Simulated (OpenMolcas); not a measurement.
Cu3+ (d8) among equal point charges was computed by CASSCF with the d shell active (OpenMolcas, ANO-RCC-VTZP on the metal). Its lowest spin-free states, and all those of the highest spin:

```tsv
2S+1	Degeneracy	E (cm-1)
3	3	0.0
3	3	760.6
3	1	1708
1	3	18953
1	2	19412
3	3	23000
1	3	29304
1	2	29734
1	3	29786
1	1	29950
1	1	72286
```

Problem. Is the site octahedral, tetrahedral or cube-like, axial, or of lower symmetry?

Solution. The states with 2S+1 = 3 have orbital degeneracies 3, 3, 1, 3. Threefold states need a cubic site. For d8 at this spin an octahedron puts the single A2 below the threefold T2 and a tetrahedron or cube puts the threefold T1 below the threefold T2, so the site is a tetrahedron or a cube, which this pattern cannot tell apart. The run had Cu3+ among 4 point charges of -1 e arranged as a tetrahedron (Td), 1.68 Å from the ion.

An orbital triplet at a regular site is open to Jahn-Teller coupling, which can distort the site and quench the lowest spin-orbit gaps and is left out. Without dynamic correlation the repulsion within the d shell is too large (B by tens of per cent), so at a given field states of lower spin stand too high. The ground term spreads over less than 5000 cm-1, several times less than with real ligands, so orbital moments are less quenched and χT lies further from the spin-only value than at real sites. This is an electrostatic model: the charges have no orbitals. No measured value stands beside these numbers.
